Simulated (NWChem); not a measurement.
Species: CoBr₂, quartet; SMILES [Br][Co][Br]

Not confirmed as a minimum by frequencies. The spin multiplicity was typed, not searched, and may not be the lowest.

### Question
Give the equilibrium geometry at PBE0/def2-SVP, spin-unrestricted (NWChem) as an XYZ file, with the point group.

### Answer
point group D*h; any orientation.
```
3

Co     0.0000     0.0000     0.0021
Br     2.2387     0.0000    -0.0008
Br    -2.2387     0.0000    -0.0008
```
